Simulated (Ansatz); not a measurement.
The same ligand exchange along the group B, Al, Ga, In.

Computed with Ansatz on PBE0-D4/def2-TZVP structures; ΔE is electronic, products minus reactants. CCSD(T)/CBS is the MP2 limit (def2-TZVPP, def2-QZVPP) plus CCSD(T) − MP2 in def2-TZVPP, frozen cores. This one scheme is used for every species. Elements past krypton have def2 core potentials. For Ga, In outer-core shells are correlated without core-valence functions, which leaves a few kJ/mol of doubt a bond. Scalar relativity is left out up to krypton.

Problem. Order these by ΔE at CCSD(T)/CBS, lowest first. (An estimate is asked.)
A. `[AlH2][CH2][SiH3]` + HCl → `[AlH2][Cl]` + `C[SiH3]`
B. `[SiH3][CH2][InH2]` + HCl → `[Cl][InH2]` + `C[SiH3]`
C. `[SiH3][CH2][GaH2]` + HCl → `[Cl][GaH2]` + `C[SiH3]`
D. `BC[SiH3]` + HCl → `BCl` + `C[SiH3]`

Solution. A (-37.8 kcal/mol), B (-33.2 kcal/mol), C (-30.2 kcal/mol), D (-18.3 kcal/mol).

Largest T1 diagnostic: 0.014, for `[Cl][InH2]`.
